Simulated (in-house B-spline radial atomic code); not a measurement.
## Ionising La IX (La8+) with different functionals

Computed with an all-electron radial atomic-structure program (B-spline basis): four-component Dirac-Coulomb Hamiltonian, Fermi nucleus of rms radius 4.855 fm, spin-restricted, spherical fractional occupations for the functionals. The ionisation energy is the difference of two self-consistent energies, [Kr] 4d10 5s2 5p1 → [Kr] 4d10 5s2, without Breit or QED terms; ε is the level of the shell that loses the electron (mean over j). The electron is taken from both j subshells in proportion to 2j + 1, so the result is a j average, not the step between ground levels.

Hybrids are left out here: with spherical fractional occupations of an open shell their exact exchange keeps a self-interaction that integer-occupation calculations don't have.

| method | rung | ΔSCF (eV) | -ε(5p) (eV) |
| --- | --- | --- | --- |
| LDA VWN5 | LDA | 118.51 | 111.34 |
| relativistic LDA | LDA | 118.44 | 111.27 |
| LDA PW92 | LDA | 118.51 | 111.33 |
| LDA exchange-only | LDA | 116.90 | 109.72 |
| PBE | GGA | 117.90 | 110.76 |
| PBEsol | GGA | 117.95 | 110.85 |
| BLYP | GGA | 118.06 | 110.85 |
| RPBE | GGA | 117.64 | 110.55 |
| PW91 | GGA | 118.07 | 110.93 |
| BP86 | GGA | 118.10 | 110.99 |
| AM05 | GGA | 117.95 | 110.85 |
| OLYP | GGA | 117.58 | 110.54 |

Q: How do they compare with the NIST value?

A: NIST lists 119 eV ± 2.2 (tabulated theory, ground level to ground level). Errors run from -2.10 to -0.49 eV; all lie within about twice that uncertainty, so the table can't rank the methods.
